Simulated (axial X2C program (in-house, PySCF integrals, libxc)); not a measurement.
Worked dissociation energy of PdS: r2SCAN0, scalar-relativistic

Computed with an in-house relativistic program for diatomic molecules. Spin-free means the one-electron spin-free X2C Hamiltonian. Basis: Pd dyall-v3z [12s12p8d3f2g], S dyall-v3z [8s7p2d1f] (cores contracted in-house); Gaussian nuclei, density fitting, unrestricted open shells. Masses: Pd 105.903 u, S 31.972 u.

Molecular state: M_S = 1, Λ = 0 (beyond evenly filled blocks: π+α, π-α).

* E(Pd) (2M_S = 0, M_L = 0): -5045.311056 hartree
* E(S) (2M_S = 2, M_L = 0): -399.184530 hartree
* E(PdS) at Re: -5444.596628 hartree
* ωe: 454.9 cm⁻¹
* ωexe: 1.95 cm⁻¹

Work out De and D0.

De = -5045.311056 + (-399.184530) − (-5444.596628) = 0.10104 hartree = 2.749 eV. The zero-point energy is ωe/2 − ωexe/4 = 227 cm⁻¹ = 0.028 eV, so D0 = 2.721 eV.

The state is one determinant whose occupation by symmetry is held fixed; it was picked as the lowest of a PBE0 search that is not exhaustive. De is counted from the lowest determinant-based energies of the atoms at the same level, without counterpoise correction. Other states lie close and PBE0, whose exact exchange favours high spin, may order them wrongly; the determinant shown need not be the ground state. The nearest other spin-free determinant of the search, M_S = 1, Λ = 1, lies 0.36 eV up at the distance of the search.

Each atomic determinant is the lowest at this level and need not be a pure term. Totals compare only within one Hamiltonian and basis.
